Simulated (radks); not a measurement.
Neutral rubidium inside a hard spherical wall (all orbitals vanish at R), configuration held at [Kr] 5s1 and not refilled when levels cross. Method: scalar-relativistic Kohn-Sham, PBEsol, spin-polarised, spherical densities, finite nucleus; open shells are filled with parallel spins first (spin-orbit coupling, left out, can overturn this in heavy ions); Fermi nuclear charge, rms radius 4.2036 fm; computed with a radial shooting solver on a logarithmic mesh with Libxc functionals. Eigenvalues in eV for spin up, with the zero of energy where the potential of the charges vanishes at infinity; a dash marks a level that is unbound or too diffuse for the functional's potential to be trusted. A positive occupied level is held by the wall or, in an anion where self-interaction has pushed it up, behind a barrier. The pressure on the wall is -dE/dV.

| R (bohr) | E (hartree) | kinetic (hartree) | e(3d) | e(4s) | e(4p) | e(5s) | e(5p, empty) | e(6s, empty) | pressure (GPa) |
|---|---|---|---|---|---|---|---|---|---|
| free | -2979.32183 | 3050.984 | -103.91 | -31.838 | -15.932 | -2.451 | -0.875 | - | 0 |
| 20 | -2979.32182 | 3050.984 | -103.91 | -31.838 | -15.931 | -2.450 | -0.870 | 0.071 | < 0.0001 |
| 15 | -2979.32171 | 3050.986 | -103.89 | -31.821 | -15.915 | -2.439 | -0.817 | 0.636 | 0.000991 |
| 6 | -2979.22426 | 3051.350 | -101.88 | -29.939 | -14.129 | 0.981 | 5.124 | 20.208 | 5.06 |
| 5 | -2979.09244 | 3051.816 | -100.45 | -28.755 | -13.013 | 4.797 | 10.637 | 34.940 | 19.9 |
| 3 | -2976.81612 | 3060.091 | -84.884 | -17.220 | -0.482 | 48.550 | 62.905 | 152.16 | 1000 |
| 2.5 | -2973.60391 | 3070.577 | -71.117 | -5.404 | 13.251 | 93.514 | 111.91 | 252.32 | 3780 |
| 1.5 | -2933.14355 | 3182.260 | 8.593 | 115.38 | 147.40 | 468.35 | 493.42 | 977.67 | 122000 |
